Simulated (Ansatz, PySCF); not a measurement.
Pulling on the Cd1–H2 bond in CdH2Se (SMILES [SeH][CdH]) (multiplicity 1 held, fragments rigid). Energies count from the point at 1.673 Å.
Geometry at that point (charge 0, multiplicity 1):
```xyz
4

Cd    -0.5778    -0.4349    -0.7165
H     -1.5269    -1.1554    -1.8906
Se     0.8327     0.6655     1.0152
H      0.9514    -0.5964     1.7664
```

Restricted levels (R-, RO-) in cc, def2 and unpolarised 6-31G sets keep to the state of the molecule at rest. U- levels take the lowest unrestricted solution at each point, which mixes spins at long bonds. Active spaces are followed from a long bond inwards. Levels need not reach the same state.

Cores are frozen in the correlated methods. Filled d and f shells under p-block atoms count as core. Rows in 3-21G carry no dispersion term and start afresh at each structure; the Pople sets are all-electron and without relativity.

Codes used: Ansatz (Gaussian orbitals); PySCF for 3-21G rows. Values without a source in brackets are computed. In def2 rows elements past Kr take small-core potentials, without spin–orbit coupling.

**Question.** One of these levels gives 61.21 kcal/mol for the energy at R = 5.353 Å. Which one is it?
A) U-r2SCAN/def2-TZVPP
B) R-HF/3-21G
C) CASSCF(2,2)/def2-TZVPP
D) R-r2SCAN/def2-TZVPP

**Answer.** C, CASSCF(2,2)/def2-TZVPP. The others give 135.00 (R-HF/3-21G), 101.69 (R-r2SCAN/def2-TZVPP), 70.03 (U-r2SCAN/def2-TZVPP)

Doubts at one or more of the structures used: a restricted determinant that unrestricted orbitals would lower (R-HF/3-21G, R-r2SCAN/def2-TZVPP); a spin-contaminated determinant (U-r2SCAN/def2-TZVPP).

Ansatz is a program for electronic structure.
